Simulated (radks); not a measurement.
Species: Ca+. Configuration: [Ne] 3s1.5 3p6 4s1 3d0.5 (fractional occupations, a model configuration).

All-electron calculation, scalar-relativistic Kohn-Sham, OLYP, spin-unpolarised, spherical densities, finite nucleus; Fermi nuclear charge, rms radius 3.4776 fm. Program: a radial shooting solver on a logarithmic mesh with Libxc functionals.

Energy parts (Ry):
| part | energy |
|---|---|
| total | -1359.07400 |
| kinetic | 1368.38557 |
| electron-nucleus | -3216.27532 |
| Hartree | 560.87026 |
| exchange-correlation | -72.05450 |

Orbitals (lengths in bohr, moments of r in powers of bohr; <r^-3> diverges for s and p1/2; r(max) is where P^2 peaks; r(90%) holds 90 % of the orbital's charge):
orbital  occ.  eigenvalue (Ry)  <r^-3>   r(max)      <r>  r(90%)
1s          2        -291.0082       -  0.05029  0.07685   0.137
2s          2        -31.22961       -   0.2998   0.3635   0.566
2p          6        -25.37989   187.4   0.2466   0.3270   0.539
3s        1.5         -4.08876       -   0.9909    1.147    1.71
3p          6         -2.67000   19.95    1.043    1.251    1.92
3d        0.5         -0.66860   1.150    1.206    1.827    3.17
4s          1         -0.64955       -    3.104    3.601    5.35
4p          0         -0.42929   1.433    3.793    4.534    6.80

The highest occupied level is 4s at -8.838 eV. The density falls to 0.001 e/bohr^3 at r = 4.32 bohr. The electron density at the nucleus is 6171 e/bohr^3 (large components only). Summed over all electrons, <r^2> = 31.39 bohr^2, which gives a Langevin (diamagnetic) susceptibility term of -24.9 x 10^-6 cm^3/mol.
